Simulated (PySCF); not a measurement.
C5H10O. Atoms are numbered in the order given.

```xyz
16

C      2.1942     0.8277    -0.0638
O      1.3154    -0.1628     0.4001
C     -0.0310     0.2092     0.3439
C     -0.7494     0.2420    -1.0332
C     -1.9588    -0.4488    -0.3516
C     -1.0182    -0.8741     0.8051
H      2.1121     1.7628     0.5275
H      3.2195     0.4417     0.0317
H      2.0135     1.0832    -1.1268
H     -0.1906     1.1635     0.8888
H     -0.2374    -0.4369    -1.7330
H     -0.9099     1.2149    -1.5220
H     -2.4655    -1.2482    -0.9115
H     -2.7171     0.2783    -0.0226
H     -1.3929    -0.8271     1.8384
H     -0.5749    -1.8656     0.6265
```
Charge 0, spin multiplicity 1.

The structure is a stationary point at B3LYP-D3(BJ)/def2-SVP. The values are those of a single conformer.

These are PBE/def2-TZVP run with PySCF values and carry that method's errors.

Gas-phase values at a fixed geometry.

- total energy: -271.47930 hartree
- highest occupied level: -5.68 eV
- lowest empty level: 0.47 eV
- orbital gap: 6.16 eV
- dipole moment: 1.01 D
- quadrupole, principal values (traceless, Buckingham form, about the centre of nuclear charge): -3.56, 0.37, 3.20 D·Å
- mean static polarisability: 66.2 bohr³ (9.81 Å³)
- polarisability, principal values: 58.4, 63.0, 77.2 bohr³
